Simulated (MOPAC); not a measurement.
Input for MOPAC: PM7 on ClHPbS (SMILES [SH][Pb][Cl]), a point of a torsion scan.

```
PM7 1SCF PRECISE CHARGE=0 THREADS=1
ClHPbS

S     -1.53422843 1     0.47634161 1    -0.10496078 1
Pb     0.80418675 1     1.09784578 1    -0.80830251 1
Cl     2.06229247 1     0.05495778 1     1.07626746 1
H     -1.28559817 1    -0.64624505 1     0.54288198 1
```

Output:

```
*******************************************************************************
 **                                                                           **
 **                              MOPAC v23.2.5                                **
 **                                                                           **
 *******************************************************************************
 ** MOPAC's Digital Object Identifier: https://doi.org/10.5281/zenodo.6511958 **
 **                                                                           **
 ** Please cite the open-source release paper for use of this MOPAC version:  **
 ** J. E. Moussa and J. J. P. Stewart (2026)                                  **
 ** MOPAC: An open-source semiempirical molecular orbital program             **
 ** J. Open Source Softw., 11(119), 8025, https://doi.org/10.21105/joss.08025 **
 *******************************************************************************

                              PM7 CALCULATION RESULTS

 *******************************************************************************
 *  PM7        - The PM7 Hamiltonian to be used
 *
 *
 *
 *                 CHARGE ON SYSTEM = 0
 *
 *
 *
 *  PRECISE    - TIGHTER CRITERIA TO BE USED
 *  1SCF       - DO 1 SCF AND THEN STOP
 *  THREADS=1  - MULTI-THREADING NOT USED
 *  T=         - A TIME OF 172800.0 SECONDS REQUESTED
 *  DUMP=N     - RESTART FILE WRITTEN EVERY 7200.0 SECONDS REQUESTED
 *******************************************************************************
PM7 1SCF PRECISE CHARGE=0 THREADS=1
 ClHPbS

   ATOM   CHEMICAL          X               Y               Z
  NUMBER   SYMBOL      (ANGSTROMS)     (ANGSTROMS)     (ANGSTROMS)

     1       S         -1.53422843  *   0.47634161  *  -0.10496078  *
     2      Pb          0.80418675  *   1.09784578  *  -0.80830251  *
     3      Cl          2.06229247  *   0.05495778  *   1.07626746  *
     4       H         -1.28559817  *  -0.64624505  *   0.54288198  *



          CARTESIAN COORDINATES

    NO.       ATOM           X           Y           Z

     1         S         -1.5342      0.4763     -0.1050
     2        Pb          0.8042      1.0978     -0.8083
     3        Cl          2.0623      0.0550      1.0763
     4         H         -1.2856     -0.6462      0.5429

 General Reference for PM7:
 "Optimization of Parameters for Semiempirical Methods VI: More Modifications to the
 NDDO Approximations and Re-optimization of Parameters", J. J. P. Stewart, J. Mol. Mod., 1:32, 19 (2013)
 https://link.springer.com/article/10.1007/s00894-012-1667-x

           Empirical Formula: H S Pb Cl  =     4 atoms



      MOLECULAR POINT GROUP   :   C1


      RHF CALCULATION, NO. OF DOUBLY OCCUPIED LEVELS = 9


 -------------------------------------------------------------------------------
 PM7 1SCF PRECISE CHARGE=0 THREADS=1
 ClHPbS



     1SCF WAS SPECIFIED, SO BFGS WAS NOT USED
     SCF FIELD WAS ACHIEVED


                              PM7 CALCULATION
                                                       MOPAC v23.2.5 Linux




          FINAL HEAT OF FORMATION =         -0.08611 KCAL/MOL =      -0.36030 KJ/MOL


          COSMO AREA              =        124.02 SQUARE ANGSTROMS
          COSMO VOLUME            =        114.77 CUBIC ANGSTROMS

          IONIZATION POTENTIAL    =          9.543197 EV
          HOMO LUMO ENERGIES (EV) =         -9.543 -1.803
          NO. OF FILLED LEVELS    =          9
          MOLECULAR WEIGHT        =        275.7209         POINT GROUP:  C1

          MOLECULAR DIMENSIONS (Angstroms)

            Atom       Atom       Distance
           Cl     3    S     1     3.80891
            H     4   Pb     2     2.71693
            S     1   Pb     2     0.38294


          SCF CALCULATIONS        =          1





   ATOM   CHEMICAL          X               Y               Z
  NUMBER   SYMBOL      (ANGSTROMS)     (ANGSTROMS)     (ANGSTROMS)

     1       S         -1.53422843  *   0.47634161  *  -0.10496078  *
     2      Pb          0.80418675  *   1.09784578  *  -0.80830251  *
     3      Cl          2.06229247  *   0.05495778  *   1.07626746  *
     4       H         -1.28559817  *  -0.64624505  *   0.54288198  *

                             CARTESIAN COORDINATES

   1    S       -1.534228430     0.476341610    -0.104960780
   2   Pb        0.804186750     1.097845780    -0.808302510
   3   Cl        2.062292470     0.054957780     1.076267460
   4    H       -1.285598170    -0.646245050     0.542881980


           Empirical Formula: H S Pb Cl  =     4 atoms



      MOLECULAR POINT GROUP   :   C1


                  EIGENVALUES
 -26.35122 -24.54363 -19.63818 -13.12417 -11.04820 -10.67990 -10.58036  -9.67549
  -9.54320  -1.80292  -1.10064  -0.94696  -0.79599  -0.32148  -0.23198  -0.17147
  -0.11515   3.33311  74.14247  74.20404  74.71981  75.02935  75.03275


              NET ATOMIC CHARGES AND DIPOLE CONTRIBUTIONS

  ATOM NO.   TYPE          CHARGE      No. of ELECS.   s-Pop       p-Pop       d-Pop
    1          S          -0.539970        6.5400     1.91756     4.51167     0.11074
    2         Pb           0.886362        3.1136     1.91138     1.20226
    3         Cl          -0.547121        7.5471     1.99720     5.52213     0.02778
    4          H           0.200729        0.7993     0.79927
 DIPOLE           X         Y         Z       TOTAL
 POINT-CHG.     0.744     2.671    -5.474     6.136
 HYBRID        -0.667    -0.621     0.798     1.211
 SUM            0.077     2.050    -4.676     5.106


          ATOMIC ORBITAL ELECTRON POPULATIONS

     Atom    s        px        py        pz      x^2-y^2     xz        z^2       yz        xy
    1  S   1.91756   1.41193   1.37783   1.72191   0.04190   0.01288   0.00743   0.03482   0.01372
    2 Pb   1.91138   0.56527   0.21624   0.42074
    3 Cl   1.99720   1.87533   1.90575   1.74106   0.00029   0.01188   0.00365   0.00830   0.00366
    4  H   0.79927

 **********************
 *                    *
 * JOB ENDED NORMALLY *
 *                    *
 **********************




 == MOPAC DONE ==
```

The run finished.

Cost: about 0.020 core-seconds (a rough figure).
